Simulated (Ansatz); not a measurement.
[Cu(SiH3)2]- (CuSi₂H₆⁻). Total charge -1; singlet. Geometry PBE0-D4/def2-SVPD.

| atom | x (Å) | y (Å) | z (Å) |
| --- | --- | --- | --- |
| Cu1 | -0.016 | 0.004 | 0.009 |
| Si2 | 1.037 | -0.279 | 2.066 |
| H3 | 2.201 | 0.650 | 2.391 |
| H4 | 1.682 | -1.632 | 2.342 |
| H5 | 0.194 | -0.115 | 3.325 |
| Si6 | -1.044 | 0.281 | -2.063 |
| H7 | -1.786 | 1.588 | -2.315 |
| H8 | -2.117 | -0.726 | -2.459 |
| H9 | -0.151 | 0.230 | -3.296 |

Task: Estimate the orbital energies around the gap (eV) in Ansatz with LDA (SPW92)/def2-TZVPD, revPBE-D4/def2-TZVPD, PBE0-D4/def2-SVPD, PBE0-D4/def2-TZVPD, ωB97M-V/def2-TZVPD.

Result: 
```
orbital  LDA (SPW92)/def2-TZVPD  revPBE-D4/def2-TZVPD  PBE0-D4/def2-SVPD  PBE0-D4/def2-TZVPD  ωB97M-V/def2-TZVPD
 HOMO−9                   -3.66                 -3.57              -4.86               -4.89               -7.21
 HOMO−8                   -3.63                 -3.55              -4.79               -4.82               -7.06
 HOMO−7                   -3.63                 -3.55              -4.79               -4.82               -7.06
 HOMO−6                   -3.26                 -3.02              -4.36               -4.43               -6.90
 HOMO−5                   -1.73                 -1.42              -3.26               -3.32               -5.96
 HOMO−4                   -1.73                 -1.42              -3.26               -3.32               -5.96
 HOMO−3                   -1.52                 -1.21              -3.20               -3.29               -5.91
 HOMO−2                   -1.52                 -1.21              -3.20               -3.29               -5.91
 HOMO−1                   -1.34                 -1.02              -2.33               -2.38               -4.74
   HOMO                   -1.08                 -0.91              -1.80               -1.83               -3.81
   LUMO                    2.54                  2.72               3.44                3.31                4.22
 LUMO+1                    2.54                  2.73               3.44                3.31                4.22
 LUMO+2                    2.96                  3.10               3.98                3.63                4.49
 LUMO+3                    3.49                  3.57               4.56                4.10                4.85
 LUMO+4                    4.10                  4.28               5.27                4.82                5.39
 LUMO+5                    4.11                  4.28               5.41                4.86                5.83
```
